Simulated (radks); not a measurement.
Excited configurations of Fe III: one electron is placed in a higher orbital outside [Ar] 3d5. The ground configuration is [Ar] 3d6. Method: Dirac Kohn-Sham, PBE, spin-unpolarised, spherical densities, finite nucleus; open shells fill j = l - 1/2 first; Fermi nuclear charge, rms radius 3.7377 fm; computed with a radial shooting solver on a logarithmic mesh with Libxc functionals. Excitation = E - E(ground); binding = E(ion) - E, where the ion is the core of charge +3; n* = 3/sqrt(2 binding) in atomic units, and the quantum defect is n - n*.

outer orbital  excitation (eV)  binding (eV)     n*  quantum defect  eigenvalue (eV)  <r> (bohr)
4p1/2                   13.625        20.494  2.444           1.556          -16.753       2.806
4d3/2                   21.742        12.377  3.145           0.855           -9.983       4.048
4f5/2                   26.328         7.791  3.965           0.035           -6.227       5.828
7p1/2                   29.846         4.273  5.353           1.647           -3.710       14.42
7d3/2                   30.688         3.431  5.974           1.026           -2.972       17.42
7f5/2                   31.395         2.724  6.705           0.295           -2.349       21.18

The Delta-SCF ionisation energy is 34.119 eV (NIST Atomic Spectra Database: 30.65 eV, measured). Self-interaction in the functional shifts the binding energies and quantum defects, so they are the method's values and not measured ones. Spin polarisation and multiplet splitting are left out, so open shells lie too high by an amount that depends on their filling.

Beside tabulated values, note that spin-unpolarised runs miss the spin-polarisation part of the exchange energy of open shells.
